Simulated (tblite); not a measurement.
Compound: C₆H₉S₂ (doublet state).
Z-matrix (Å and degrees, GFN2-xTB geometry), rows numbered from 1:
```
C 
S   1  1.6753
C   2  1.8870  1  102.06
C   3  1.5114  2  109.29  1   -90.57
C   3  1.5397  2  111.36  1    44.55
C   5  1.5391  3   89.44  2   101.09
C   3  1.4933  2  106.53  1   139.83
S   7  1.6156  3  133.07  2    78.18
H   1  1.0705  2  117.57  3  -155.75
H   1  1.0725  2  120.98  3    37.30
H   4  1.0890  3  109.89  2  -179.73
H   4  1.0880  3  109.62  2   -60.53
H   4  1.0883  3  110.81  2    59.84
H   5  1.0878  3  112.49  2  -143.31
H   5  1.0893  3  115.06  2   -17.08
H   6  1.0902  5  114.61  3  -109.14
H   6  1.0893  5  116.48  3   122.72
```

The geometry is computed with GFN2-xTB (gas phase). This method treats the open shell by occupation alone, without spin polarisation.

Take the most abundant isotopes and a rigid rotor. The values belong to one conformer with, in the numbering `[CH2:1][S:2][C@@:3]1([CH3:4])[CH2:5][CH2:6][C:7]1=[S:8]`, H–C1–S2–C3 -156° and 37°, C1–S2–C3–C4 -91°.

(1) Give the principal moments of inertia and the rotational constants in cm⁻¹.

(2) What kind of rotor is it?

(3) Is it planar, by Δ = Ic − Ia − Ib?

(4) Give the other two planar moments, Paa and Pbb, and the rms extents of the mass along the axes.

(5) Give the coordinates in the principal-axis frame, origin at the centre of mass.

(6) Where do the levels up to J = 5 lie, in MHz?

Answers

(1) Ia = 225.61, Ib = 473.65, Ic = 516.85 u·Å²; 505379 MHz·u·Å²/I gives 2240, 1067 and 977.8 MHz, that is A = 0.07472, B = 0.03559, C = 0.03262 cm⁻¹.

(2) An asymmetric top: κ = (2 × 1067 − 2240 − 977.8)/(2240 − 977.8) = -0.86.

(3) Not planar: Δ = Ic − Ia − Ib = -182.41 u·Å². For a rigid frame Δ = −2 Σ m c², so Σ m c² = 91.20 u·Å² lies off the ab plane: 23.39 from hydrogen and 67.81 from heavier atoms. The atom farthest from that plane is 2.56 Å away.

(4) Paa = Σ m a² = (Ib + Ic − Ia)/2 = 382.45 and Pbb = Σ m b² = (Ia + Ic − Ib)/2 = 134.40 u·Å². With the mass M = 145.01 u, the rms extents √(P/M) along a, b and c are 1.62, 0.96, 0.79 Å.

(5) The sense of each axis is arbitrary; atoms in the order of the calculation.
```json
{"atom": "C1", "mass (u)": "12.000", "a (Å)": "2.828", "b (Å)": "0.117", "c (Å)": "0.421"}
{"atom": "S2", "mass (u)": "31.972", "a (Å)": "1.356", "b (Å)": "0.917", "c (Å)": "0.432"}
{"atom": "C3", "mass (u)": "12.000", "a (Å)": "0.253", "b (Å)": "-0.274", "c (Å)": "-0.530"}
{"atom": "C4", "mass (u)": "12.000", "a (Å)": "0.300", "b (Å)": "0.079", "c (Å)": "-1.999"}
{"atom": "C5", "mass (u)": "12.000", "a (Å)": "0.470", "b (Å)": "-1.729", "c (Å)": "-0.077"}
{"atom": "C6", "mass (u)": "12.000", "a (Å)": "-0.818", "b (Å)": "-1.643", "c (Å)": "0.762"}
{"atom": "C7", "mass (u)": "12.000", "a (Å)": "-1.067", "b (Å)": "-0.287", "c (Å)": "0.166"}
{"atom": "S8", "mass (u)": "31.972", "a (Å)": "-2.319", "b (Å)": "0.735", "c (Å)": "0.177"}
{"atom": "H9", "mass (u)": "1.008", "a (Å)": "3.523", "b (Å)": "0.347", "c (Å)": "1.203"}
{"atom": "H10", "mass (u)": "1.008", "a (Å)": "3.150", "b (Å)": "-0.436", "c (Å)": "-0.440"}
{"atom": "H11", "mass (u)": "1.008", "a (Å)": "-0.337", "b (Å)": "-0.600", "c (Å)": "-2.564"}
{"atom": "H12", "mass (u)": "1.008", "a (Å)": "-0.063", "b (Å)": "1.095", "c (Å)": "-2.143"}
{"atom": "H13", "mass (u)": "1.008", "a (Å)": "1.317", "b (Å)": "0.009", "c (Å)": "-2.382"}
{"atom": "H14", "mass (u)": "1.008", "a (Å)": "0.409", "b (Å)": "-2.435", "c (Å)": "-0.902"}
{"atom": "H15", "mass (u)": "1.008", "a (Å)": "1.386", "b (Å)": "-1.906", "c (Å)": "0.485"}
{"atom": "H16", "mass (u)": "1.008", "a (Å)": "-0.657", "b (Å)": "-1.622", "c (Å)": "1.840"}
{"atom": "H17", "mass (u)": "1.008", "a (Å)": "-1.591", "b (Å)": "-2.378", "c (Å)": "0.543"}
```

(6) Above 0(0,0):
J = 1: 1(0,1) 2045, 1(1,1) 3218, 1(1,0) 3307
J = 2: 2(0,2) 6129, 2(1,2) 7218, 2(1,1) 7486, 2(2,1) 11005, 2(2,0) 11010
J = 3: 3(0,3) 12244, 3(1,3) 13216, 3(1,2) 13751, 3(2,2) 17139, 3(2,1) 17164, 3(3,1) 23231, 3(3,0) 23231
J = 4: 4(0,4) 20375, 4(1,4) 21207, 4(1,3) 22098, 4(2,3) 25315, 4(2,2) 25387, 4(3,2) 31419, 4(3,1) 31420, 4(4,1) 39934, 4(4,0) 39934
J = 5: 5(0,5) 30505, 5(1,5) 31188, 5(1,4) 32521, 5(2,4) 35528, 5(2,3) 35694, 5(3,3) 41658, 5(3,2) 41663, 5(4,2) 50169, 5(4,1) 50169, 5(5,1) 61118, 5(5,0) 61118

For this open shell read J as N, the rotation without spin; fine and hyperfine splittings come on top. Its GFN2-xTB frequencies are all real (lowest 62 cm⁻¹). These are rigid-rotor constants of the computed structure; measured ground-state constants (B0) also hold zero-point vibration.
